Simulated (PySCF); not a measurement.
## Electron correlation in Se(2+) (selenium, charge +2)

[Ar] 3d10 4s2 4p2, high-spin 3P determinant. Computed with PySCF 2.14 in x2c-TZVPPall (6s5p4d1f, 48 functions), with scalar relativity by spin-free X2C-1e. Frozen: [Ar] 3d10; 4 electrons correlated.

```csv
level,correlation energy (mhartree)
CCSD,-72.43
(T),-1.49
CCSD(T),-73.92
CCSDT,-74.31
```

Diagnostics: T1 = 0.0062, D1 = 0.0167, largest double amplitude 0.092.

Problem. Is a single reference adequate?

Solution. Mostly. T1 lies below 0.03, but a double amplitude of this size points to a near-degeneracy that CCSD handles and MP2 describes poorly.
